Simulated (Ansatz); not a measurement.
CH5BSi, SMILES `CB=[SiH2]` (charge 0, multiplicity 1).

Calculation: r2SCAN0/cc-pVTZ // B3LYP-D3(BJ)/def2-TZVP in Ansatz (a first-principles code).

Ansatz 0.2 input:
```yaml
crystal:
  periodic: [false, false, false]
  atoms:
    - { symbol: C, position_ang: [-1.453038, -0.014937, -0.053854] }
    - { symbol: B, position_ang: [0.05869, 0.000542, 0.09846] }
    - { symbol: Si, position_ang: [1.883892, 0.008136, -0.29591] }
    - { symbol: H, position_ang: [-1.765326, 0.853716, -0.64748] }
    - { symbol: H, position_ang: [-1.755286, -0.898559, -0.62973] }
    - { symbol: H, position_ang: [-2.002093, -0.007394, 0.890068] }
    - { symbol: H, position_ang: [2.504099, 1.257248, 0.219158] }
    - { symbol: H, position_ang: [2.529061, -1.198755, 0.284579] }
basis:
  gaussian: { orbitals: cc-pVTZ }
hamiltonian:
  xc: r2scan0
```

Output:

```
Functional definition: r2SCAN0
969 factors; their error is unknown
mean field evaluation 1: about -9664.3791 eV, gradient 4.2e1 eV
mean field evaluation 2: about -9663.8348 eV, gradient 4.1e1 eV
mean field evaluation 4: about -9668.4168 eV, gradient 2.7e0 eV
mean field evaluation 8: about -9668.4443 eV, gradient 1.7e-2 eV
mean field evaluation 16: about -9668.4679 eV, gradient 2.8e-5 eV
mean field -9668.46787036 eV, -355.3096407129 hartree, gradient 2.8e-5 eV, S^2 0.000000; 0 other end points of the search recorded, 0 dependent functions left out
reference -9668.46787940 eV, -355.3096410449 hartree; 15, 15 occupied and 149, 149 virtual orbitals, 969 factors
Total energy: -9668.46787940 eV, -355.3096410449 hartree
```
